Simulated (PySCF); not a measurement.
C₄H₁₂Si₂, SMILES CC[C@@H]1C[SiH2][SiH2]1. Coordinates come from a PBE-D3(BJ)/def2-SVP optimisation. The structure was generated by enumeration; whether it is a known compound was not checked. One conformer was computed; it need not be the lowest.

These are PBE-D3(BJ)/def2-SVP run with PySCF 2.14.0 values and carry that method's errors.

Harmonic wavenumbers (cm⁻¹): 93, 103, 169, 227, 279, 314, 348, 397, 412, 472, 554, 603, 633, 671, 688, 723, 752, 805, 876, 900, 902, 927, 990, 1017, 1059, 1091, 1129, 1170, 1234, 1273, 1312, 1343, 1373, 1405, 1418, 1427, 2133, 2143, 2151, 2160, 2940, 2955, 2965, 2968, 2999, 3035, 3051, 3058. Rotational constants (GHz): 3.871, 1.383, 1.090; symmetry number 1.

Problem. Work out the zero-point energy and the ideal-gas rigid-rotor harmonic-oscillator thermochemistry at 298.15 K and 1 atm.

Solution. ZPE = ½ Σ hcν = ½ × 61646 cm⁻¹ = 368.73 kJ/mol. H − E(el) = 394.77 kJ/mol. Entropy in J/(mol K): translation 168.06, rotation 118.83, vibration 91.90, total 378.79. G − E(el) = 281.83 kJ/mol. Cp = 153.18 J/(mol K). Modes under 150 cm⁻¹ make the vibrational entropy uncertain.
